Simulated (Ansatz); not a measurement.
GeBrMe3 (C₃H₉BrGe), relaxed as a singlet with RKS r2SCAN-D4/def2-SVP in Ansatz, starting from the GFN2-xTB geometry. Force threshold 0.02 eV/Å.

Start:

Cartesian coordinates in Å:
```
Ge -0.1789 0.2861 0.1158
Br -1.3413 2.1434 0.8739
C -1.2126 -1.2886 0.7604
H -1.3225 -1.2602 1.8416
H -0.7001 -2.2070 0.4904
H -2.2048 -1.3044 0.3163
C 1.6301 0.4205 0.9358
H 2.1304 1.3311 0.6155
H 2.2382 -0.4286 0.6391
H 1.5605 0.4324 2.0205
C -0.1535 0.4462 -1.8679
H 0.3763 1.3451 -2.1735
H -1.1660 0.4971 -2.2608
H 0.3441 -0.4132 -2.3071
```

**Question.** Estimate the energy that the relaxation releases and the steps that it takes.

**Answer.** 8.6 kJ/mol, in 5 steps; 15 s on 4 threads of Intel Xeon on a shared host. No frequencies were taken in this run, so the end may be a saddle point.

**Question.** Does the start keep its bonding and symmetry?

**Answer.** By distances, no bond broke or formed. The bond that changes most is Ge1–C3, from 1.99 to 1.95 Å (atoms count from 1).

**Question.** Predict the relaxed structure.

**Answer.** 
```tsv
atom	x (Å)	y (Å)	z (Å)
Ge1	-0.189	0.302	0.122
Br2	-1.364	2.184	0.882
C3	-1.181	-1.255	0.739
H4	-1.259	-1.249	1.836
H5	-0.664	-2.176	0.425
H6	-2.195	-1.257	0.314
C7	1.589	0.405	0.911
H8	2.096	1.327	0.591
H9	2.190	-0.461	0.591
H10	1.521	0.404	2.009
C11	-0.143	0.427	-1.821
H12	0.377	1.344	-2.134
H13	-1.165	0.447	-2.227
H14	0.388	-0.443	-2.239
```
Bond lengths: 3 × C–Ge 1.95 Å; 1 × Br–Ge 2.35 Å; 9 × C–H 1.10 Å.
